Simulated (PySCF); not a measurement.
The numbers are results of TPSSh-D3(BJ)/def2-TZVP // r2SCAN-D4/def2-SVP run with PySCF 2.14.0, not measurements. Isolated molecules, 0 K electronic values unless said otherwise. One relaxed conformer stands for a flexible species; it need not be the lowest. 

Reference species: [Hf(OH)4] (neutral, multiplicity 1).

```json
{
 "HOMO": "-7.48 eV",
 "LUMO": "-0.11 eV",
 "charge on the central atom (Mulliken)": "1.64 e",
 "coordination_number": "4"
}
```

Changed species: [Hf(OH)3(H)] (1 of 4 OH replaced by H; the reference has 0 of 4 OH replaced by H).

Task: What does the change do to the HOMO, LUMO, charge on the central atom (Mulliken) and coordination number?

Result: the HOMO goes up by 0.41 eV, to -7.07 eV; the LUMO increases by 0.08 eV, to -0.03 eV; the charge on the central atom (Mulliken) drops by 0.26 e, to 1.38 e; the coordination number stays essentially unchanged.
